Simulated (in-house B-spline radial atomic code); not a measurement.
# RPA and G0W0 on PBE: Sc6+

Configuration [Ne] 3s2 3p3, highest spin, mean-field start PBE. Computed with a B-spline radial code for spherical atoms: all electrons, non-relativistic, point nucleus, each spin shell either full or empty, empty states to l = 9 with an (l + 1/2)⁻⁴ tail; G0W0 by contour deformation at full frequency.

Command:
```bash
python run_gw.py task.json out
```
Settings (radii: box in bohr, nucleus in fm):
```
Z                        21
electrons                15
configuration            [Ne] 3s2 3p3
hamiltonian              nr
method                   pbe,pbe
lmax                     9
spin_polarised           True
box_radius               9.29
intervals                48
```

Cost of the run: 1.9 s on 1 thread of Arm Neoverse N1, on a shared host.

Energies (hartree):

```
                                     term       value
                         mean-field total  -748.61069
Hartree-Fock functional on these orbitals  -748.21913
                      direct second order     -1.1036
                    second-order exchange     0.40212
                         SOSEX correction     0.36318
```

(1) What is the RPA correlation energy, and what remains with SOSEX?

Quasi-particle levels (eV):

```csv
level,occupied,mean field,Σx - vxc,Σc,QP weight,G0W0
3p up,yes,-126.32,-10.39,?,?,?
3s down,yes,-142.20,-6.97,-3.25,0.956,-152.43
2p down,yes,-494.68,-36.59,8.05,0.912,-523.22
3p down,no,-120.02,12.18,-3.63,0.949,-111.46
```

G0W0 = mean field + (Σx - vxc) + Σc, with Σc (partial-wave tail included) taken at the quasi-particle energy. Only the outer levels were computed. Levels of low weight are left out.

(2) Where does G0W0 put 3p up?

Answers

(1) RPA gives -0.96684 hartree (-1.75 eV per electron); RPA + SOSEX gives -0.60366, and the second-order doubles -0.70146 hartree (no singles). RPA lacks exchange-type terms and so overcorrelates at short range.

(2) At -136.83 eV, with Σc = -0.13 eV and a quasi-particle weight of 0.948. The tabulated removal energy is 137.99 ± 0.25 eV (NIST, semi-empirical); the calculation leaves out relativity, Breit and QED terms, and what these don't explain is the method's own error.
